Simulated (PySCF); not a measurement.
C4H5 (SMILES C1[C@]2C[C@H]12), doublet, geometry from GFN2-xTB. Base run: DF-BLYP/STO-3G (PySCF).

The PySCF input:
```python
from pyscf import gto, scf, dft

mol = gto.M(
    atom='''
C     0.036436    1.135232    0.300912
C     0.063321   -1.140754    0.274404
C     0.784348    0.013059   -0.325761
C    -0.657227   -0.002615   -0.442038
H    -0.059110    1.197184    1.381706
H     0.070776    2.094855   -0.195781
H    -0.030438   -1.230098    1.353436
H     0.120179   -2.087472   -0.244492
H    -1.462673   -0.004000   -1.139967
''',
    basis='sto-3g',
    charge=0,
    spin=1,
    verbose=4,
)

mf = dft.UKS(mol)
mf.xc = 'blyp'
mf = mf.density_fit(auxbasis='def2-universal-jkfit')
mf.kernel()
mf.analyze()
```

Each row names what was changed in the base input (with any setting that the change needs).

```tsv
change	basis functions	E (Eh)	HOMO (eV)	dipole (D)	core-seconds (rough)
base	25	-153.24551	-3.32	0.70	5
basis = 3-21G	46	…	…	…	10
basis = 6-31G	46	-155.12162	-4.91	1.02	9
basis = def2-SV(P)	66	…	…	…	10
basis = 6-31G*	66	-155.17000	-4.88	1.03	20
basis = pcseg-1	81	-155.15080	-5.27	1.08	20
basis = def2-SVPD	120	-155.07296	-5.33	1.07	20
basis = aug-pcseg-1	137	-155.15692	-5.32	1.08	30
basis = 6-311+G(2d,p)	…	…	-5.32	1.09	30
basis = def2-TZVP	154	-155.23706	-5.29	1.09	30
basis = pcseg-2	190	-155.24127	-5.31	1.10	40
basis = def2-TZVPD	193	-155.23768	-5.31	1.08	40
basis = def2-TZVPP	…	…	…	1.09	40
```

What belongs in the gaps?


- basis = 3-21G, E (Eh): -154.30010
- basis = 3-21G, HOMO (eV): -4.93
- basis = 3-21G, dipole (D): 1.01
- basis = def2-SV(P), E (Eh): -155.05138
- basis = def2-SV(P), HOMO (eV): -5.18
- basis = def2-SV(P), dipole (D): 1.05
- basis = 6-311+G(2d,p), basis functions: 138
- basis = 6-311+G(2d,p), E (Eh): -155.22313
- basis = def2-TZVPP, basis functions: 194
- basis = def2-TZVPP, E (Eh): -155.23920
- basis = def2-TZVPP, HOMO (eV): -5.30

Totals compare only among sets that treat the same electrons; sets with core potentials leave the core out.

Open shells are given as the SCF converged; they aren't shown to be the lowest states, and a large step between rows can be another state.
